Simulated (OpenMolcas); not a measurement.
Pd3+ (d7) among equal point charges was computed by CASSCF with the d shell active (OpenMolcas, ANO-RCC-VDZP on the metal). Its lowest spin-free states, and all those of the highest spin:

```json
{"2S+1": "4", "Degeneracy": "1", "E (cm-1)": "0.0"}
{"2S+1": "4", "Degeneracy": "2", "E (cm-1)": "1774"}
{"2S+1": "4", "Degeneracy": "1", "E (cm-1)": "4219"}
{"2S+1": "4", "Degeneracy": "2", "E (cm-1)": "5891"}
{"2S+1": "4", "Degeneracy": "1", "E (cm-1)": "9819"}
{"2S+1": "2", "Degeneracy": "1", "E (cm-1)": "13495"}
{"2S+1": "2", "Degeneracy": "1", "E (cm-1)": "16623"}
{"2S+1": "2", "Degeneracy": "2", "E (cm-1)": "16749"}
{"2S+1": "4", "Degeneracy": "2", "E (cm-1)": "17830"}
{"2S+1": "2", "Degeneracy": "1", "E (cm-1)": "18689"}
{"2S+1": "2", "Degeneracy": "1", "E (cm-1)": "18700"}
{"2S+1": "2", "Degeneracy": "2", "E (cm-1)": "19567"}
{"2S+1": "4", "Degeneracy": "1", "E (cm-1)": "25312"}
```

**Question.** Is the site octahedral, tetrahedral or cube-like, axial, or of lower symmetry?

**Answer.** The states with 2S+1 = 4 have orbital degeneracies 1, 2, 1, 2, 1, 2, 1. There are pairs but no triples, so the site is axial: not cubic, but with a proper or improper axis of order three or more. The run had Pd3+ among 6 point charges of -1.5 e arranged as a tetragonal octahedron (D4h), 2.02 Å from the ion, with the axial distance 2.525 Å.

Spin-orbit coupling mixes the spin-free states strongly: the lowest level takes only 67 % from its leading state, 4A2. Without dynamic correlation the repulsion within the d shell is too large (B by tens of per cent), so at a given field states of lower spin stand too high. This shell can be high or low spin here, a state of another spin lies low, and with metal d orbitals alone active their balance is uncertain, so the ground spin may be wrong. Point charges give a weaker field than real ligands, and real ions of this kind are as a rule low spin; the high spin found here belongs to the model. Point charges carry no covalency, so the field is a model and not that of real ligands. No measured value stands beside these numbers.
